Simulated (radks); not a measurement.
The nuclear charge of the rhenium ion Re+ is varied continuously with 74 electrons held in [Xe] 4f14 5d5 6s1. All-electron calculation, scalar-relativistic Kohn-Sham, PBEsol, spin-polarised, spherical densities, point nucleus; open shells are filled with parallel spins first (spin-orbit coupling, left out, can overturn this in heavy ions). Program: a radial shooting solver on a logarithmic mesh with Libxc functionals. By the Hellmann-Feynman theorem dE/dZ = E(electron-nucleus)/Z, the electronic potential at the nucleus. The scalar-relativistic energy here is not variational (the density holds large components alone), so the two differ by a part that grows with Z.

Z     E (hartree)  E(electron-nucleus)/Z (hartree)  HOMO  e(HOMO) (eV)  <r> HOMO (bohr)
74.6  -16466.1234                         -546.135    5d        -9.790            1.941
74.8  -16576.4519                         -548.378    5d       -11.916            1.887
75    -16687.2383                         -550.622    6s       -13.636            2.789
75.2  -16798.4828                         -552.868    6s       -15.419            2.728
75.4  -16910.1859                         -555.116    6s       -17.268            2.671
75.6  -17022.3479                         -557.365    6s       -19.179            2.617
75.8  -17134.9695                         -559.617    6s       -21.151            2.566
76    -17248.0511                         -561.871    6s       -23.182            2.518

The central difference of E at Z = 75 is -555.077 hartree, to compare with the third column; the second derivative is -11.5 hartree.
